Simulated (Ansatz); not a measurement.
`C[SiH2]OCO` + `CC(O)F` → `CC(F)OCO` + `C[SiH2]O`  (substitution at a C–O bond)

Gas-phase electronic energies from Ansatz, PBE0-D4/def2-TZVP geometries. CCSD(T)/CBS is the MP2 limit (def2-TZVPP, def2-QZVPP) plus CCSD(T) − MP2 in def2-TZVPP, frozen cores. This one scheme is used for every species. Functionals use def2-TZVPP. B3LYP here is the variant with VWN-RPA as its local correlation; programs differ in this. Each species was taken in one conformer, which may not be the lowest.

`C[SiH2]OCO`:

Cartesian coordinates in Å:
```
C 0.982 2.067 0.132
Si -0.320 0.745 0.185
O 0.414 -0.670 -0.272
C -0.123 -1.926 0.019
O -1.402 -2.102 -0.506
H 0.552 3.036 0.399
H 1.407 2.150 -0.871
H 1.793 1.847 0.830
H -1.437 1.090 -0.735
H -0.876 0.575 1.558
H 0.583 -2.666 -0.376
H -0.231 -2.062 1.101
H -1.341 -2.082 -1.466
```

`CC(O)F`:

```xyz
9

C    -0.069   -1.014    0.142
C    -0.192    0.471   -0.021
O     1.066    1.022   -0.123
F    -0.911    0.745   -1.180
H     0.502   -1.422   -0.693
H     0.449   -1.245    1.073
H    -1.059   -1.471    0.159
H    -0.772    0.935    0.789
H     0.986    1.980   -0.146
```

`CC(F)OCO`:

Z-matrix (Å, degrees):
```
C
C 1 1.499
H 1 1.091 2 109.5
H 1 1.090 2 110.0 3 120.1
H 1 1.091 2 109.9 3 -119.7
F 2 1.390 1 109.1 3 -63.0
O 2 1.381 1 109.2 3 56.0
H 2 1.096 1 113.0 3 179.7
C 7 1.408 2 114.4 1 168.1
O 9 1.392 7 112.7 2 -72.3
H 9 1.092 7 110.7 2 46.6
H 9 1.093 7 104.8 2 165.3
H 10 0.962 9 108.4 7 -65.6
```

`C[SiH2]O`:

```xyz
9

C    -0.461    1.035    0.303
Si   -0.010   -0.599   -0.470
O     1.506   -1.102   -0.052
H    -1.452    1.353   -0.036
H     0.257    1.810    0.026
H    -0.489    0.968    1.393
H     0.019   -0.486   -1.949
H    -1.025   -1.618   -0.073
H     1.655   -1.361    0.858
```

```
             level  ΔE (kJ/mol)  difference from CCSD(T)/CBS
            r2SCAN         -7.6                          1.4
              PBE0         -6.5                          2.5
             B3LYP         -6.6                          2.4
    MP2/def2-TZVPP         -9.1                         -0.1
SCS-MP2/def2-TZVPP         -8.4                          0.6
   CCSD/def2-TZVPP         -8.0                          1.0
CCSD(T)/def2-TZVPP         -8.7                          0.3
SCS-MP2/def2-QZVPP         -8.6                          0.4
      HF/CBS(def2)         -5.7                          3.3
     MP2/CBS(def2)         -9.4                         -0.4
       CCSD(T)/CBS         -9.0                            0
```

Largest T1 diagnostic among the species: 0.011.
